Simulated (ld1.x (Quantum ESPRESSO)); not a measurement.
# Before and after: TM potential for Au (Z = 79)

ld1.x (Quantum ESPRESSO) 7.5 input, shortened:

```
&input
   title='Au', zed=79., rel=1, dft='PBE', iswitch=3,
   config='[Xe] 4f14 5d9.5 6s0 6p0'
 /
 &inputp
   pseudotype=2, tm=.true., lloc=0,
   nlcc=.false.
 /
3
5P  2  1   6.00   0.00  1.60  1.60  0.0
5D  3  2   9.50   0.00  1.15  1.15  0.0
5S  1  0   2.00   0.00  1.10  1.10  0.0
 &test
   configts(1)='5s2 5p6 5d9.5 6s0 6p0'
 /
```

All-electron outer shells of the reference configuration (PBE, scalar-relativistic, ld1.x):

```json
{"shell": "5s", "level (eV)": "-123.23", "outermost node (bohr)": "0.48", "outermost maximum (bohr)": "0.84"}
{"shell": "4f", "level (eV)": "-95.98", "outermost node (bohr)": "–", "outermost maximum (bohr)": "0.37"}
{"shell": "5p", "level (eV)": "-74.62", "outermost node (bohr)": "0.52", "outermost maximum (bohr)": "0.96"}
{"shell": "5d", "level (eV)": "-21.15", "outermost node (bohr)": "0.56", "outermost maximum (bohr)": "1.21"}
{"shell": "6s", "level (eV)": "-17.85", "outermost node (bohr)": "1.11", "outermost maximum (bohr)": "2.18"}
{"shell": "6p", "level (eV)": "-10.50", "outermost node (bohr)": "1.30", "outermost maximum (bohr)": "2.84"}
```

Change: reference 5s2 5p6 5d10 6s1 6p0.

Cutoffs: the cutoffs (Ry, on a coarse ladder) from which the occupation-weighted sum of valence levels, in a spherical-Bessel basis at the reference potential, stays within 10 and 1 mRy of its value at 400 Ry; they do not see the model core or the augmentation charge, which bear on the density cutoff. Errors are all-electron minus pseudo energies relative to the spin-unpolarised reference configuration.

Q: What does the change do?

A: The potential gets neither clearly harder nor softer (140 Ry and 230 Ry → 140 Ry and 230 Ry); the miss of the reference levels goes from 0.00 to 0.26 eV; the range in which the s phases agree widens (upper end -1.2 → -0.1); the range in which the p phases agree widens (upper end 1.1 → 2.2); neither file shows a bound ghost.

```csv
quantity,base,changed
"cutoff, loose",140 Ry,140 Ry
"cutoff, tight",230 Ry,230 Ry
bound ghosts,none,none
"largest miss of a reference level, eV",0.00,0.26
"largest error over its own tests, meV",+396,-604
s: phases at 1.75 bohr within 0.05 rad from the reference energy up to (Ry; the scan ends near 5),-1.2,-0.1
p: phases at 1.75 bohr within 0.05 rad from the reference energy up to (Ry; the scan ends near 5),1.1,2.2
d: phases at 1.75 bohr within 0.05 rad from the reference energy up to (Ry; the scan ends near 5),to the end of the scan,to the end of the scan
```

Changed file: The 6s level has no wave, so the channel is fitted at the deeper level alone: the likely source of the large errors.
